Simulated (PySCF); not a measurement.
Cd(Me)(OSiH3) (CH₆CdOSi), SMILES [CH3][Cd][O][SiH3].

The structure is a stationary point at PBE0-D3(BJ)/def2-SVP. The structure was generated by enumeration; whether it is a known compound was not checked. The def2 effective core potentials stand for the cores of Cd; spin–orbit coupling is left out. Other conformers were not sampled.

Two levels are set side by side: PBE/def2-TZVP (PySCF) and ωB97X/def2-TZVP (PySCF). Same geometry, gas phase. Differences are taken from unrounded values.

| quantity | ωB97X |
|---|---|
| orbital gap (eV) | 11.26 |
| highest occupied level (eV) | -10.22 |
| lowest empty level (eV) | 1.03 |
| dipole moment (D) | 3.08 |
| mean polarisability (bohr³) | 70.1 |

Task: What does PBE give, and how far is it from ωB97X? (Estimate from the structure and the level; the computed values follow.)

Result: 
```csv
quantity,PBE,PBE minus ωB97X
orbital gap (eV),4.64,-6.62
highest occupied level (eV),-6.33,3.89
lowest empty level (eV),-1.70,-2.73
dipole moment (D),3.26,0.18
mean polarisability (bohr³),76.1,6.0
```

Without exact exchange PBE keeps part of each electron's self-repulsion, which lifts occupied levels and narrows the gap. Loosely held outer electrons make PBE densities more polarisable. Differences between two approximate levels are no errors against the true value.

Rough cost on one machine, each run with all the roots and properties that it gave: ωB97X against PBE within a factor of 2.
